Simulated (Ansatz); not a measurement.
GaH2Et (C₂H₇Ga). Total charge 0; singlet. Geometry relaxed at PBE0-D4/def2-SVP.

| atom | x (Å) | y (Å) | z (Å) |
| --- | --- | --- | --- |
| Ga1 | 0.947 | -0.748 | 1.166 |
| H2 | 0.682 | -0.311 | 2.659 |
| H3 | 1.569 | -2.171 | 0.893 |
| C4 | 0.436 | 0.447 | -0.328 |
| C5 | -1.040 | 0.295 | -0.711 |
| H6 | 1.076 | 0.232 | -1.199 |
| H7 | 0.640 | 1.489 | -0.031 |
| H8 | -1.319 | 0.967 | -1.539 |
| H9 | -1.279 | -0.730 | -1.041 |
| H10 | -1.713 | 0.529 | 0.131 |

(1) Estimate the harmonic wavenumbers at RKS PBE0-D4/def2-SVP (Ansatz, unscaled). Is this a minimum?

## Answers

(1) 81i, 168, 217, 423, 528, 611, 705, 765, 954, 967, 1033, 1219, 1246, 1392, 1435, 1472, 1481, 1945, 1949, 3037, 3063, 3117, 3121, 3134 cm⁻¹. No: 1 imaginary mode, a saddle point. Zero-point energy 203.3 kJ/mol. Hardware: 4 threads of Arm Neoverse V2 on a shared host. Wall time 45 s.
